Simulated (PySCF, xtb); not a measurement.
germylsilane anion (GeH6Si), SMILES [GeH3][SiH3] (connectivity only; charge and spin as stated), charge -1, multiplicity 2.

Harmonic wavenumbers (cm⁻¹) from GFN2-xTB (xtb) at its own minimum, in rising order: 127, 247, 257, 260, 374, 413, 750, 755, 824, 859, 895, 906, 1047, 1268, 1383, 1920, 2015, 2041.

**Question.** What does PBE0-D3(BJ)/def2-SVPD (PySCF) give at its own minimum? (An estimate is asked for; the answer gives what the named calculation found.)

**Answer.** 150, 189, 219, 264, 459, 505, 787, 853, 856, 875, 926, 942, 1661, 1798, 1963, 1969, 2072, 2080. Paired by order, the mean absolute difference is 134 cm⁻¹ and the zero-point energies are 23.4 and 26.5 kcal/mol.
